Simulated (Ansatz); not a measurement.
`O[SiH]([SiH3])[TeH]` + `[OH][AlH2]` → `O[SiH]([SiH3])[O][AlH2]` + H₂Te at 700 K and 1 bar (ligand exchange at the Si–Te bond).

Computed with Ansatz on PBE0-D4/def2-TZVP structures; ΔE is electronic, products minus reactants. CCSD(T)/CBS adds triple-zeta CCSD(T) − MP2 to the extrapolated MP2 energy (def2 sets, frozen cores). This one scheme is used for every species. Elements past krypton have def2 core potentials. For Te outer-core shells are correlated without core-valence functions, which leaves a few kJ/mol of doubt a bond. Each species was taken in one conformer, which may not be the lowest.

```tsv
species	CCSD(T)/CBS energy (Eh)	H − E (kJ/mol)	S (J/(mol·K))
`O[SiH]([SiH3])[TeH]`	-924.72516	231.6	518.4
`[OH][AlH2]`	-319.03157	111.2	312.7
`O[SiH]([SiH3])[O][AlH2]`	-974.86715	276.8	579.7
H₂Te	-268.91024	57.2	261.6
```

H − E and S are ideal-gas, rigid-rotor, harmonic terms from PBE0-D4/def2-TZVP, for one conformer and one mirror image of each species. 1 Eh = 2625.50 kJ/mol, R = 8.31446 J/(mol·K).

Q: By hand: ΔE, ΔH, ΔS and ΔG.

A: ΔE = (-974.86715) + (-268.91024) − (-924.72516) − (-319.03157) = -0.02066 Eh = -54.2 kJ/mol. Δ(H − E) = 276.8 + 57.2 − 231.6 − 111.2 = -8.8, so ΔH = -63.0 kJ/mol. ΔS = 579.7 + 261.6 − 518.4 − 312.7 = 10.2 J/(mol·K). ΔG = -63.0 − 700 × (10.2)/1000 = -70.1 kJ/mol.

Q: By hand: the equilibrium constant, and the temperature at which ΔG would vanish if ΔH and ΔS stayed fixed.

A: log₁₀ K = −ΔG/(RT ln 10) = 5.2. ΔH and −TΔS have one sign here, so there is no such temperature.

The number of gas molecules stays the same, so ΔS is small and ΔH decides. A doubt of 5 kJ/mol in ΔE shifts log₁₀ K by 0.4 here. Other conformers and mirror images would add mixing entropy, several J/(mol·K) or more a flexible species. Modes under 60 cm⁻¹, often nearly free rotors, make the harmonic entropy too high. These are equilibria of isolated gas molecules and say nothing of rates. Largest T1 diagnostic: 0.013 (customary marks: 0.02 for closed shells, 0.045 for open ones).

ΔS is within the doubt of such terms, so its sign, and with it that verdict, could turn.
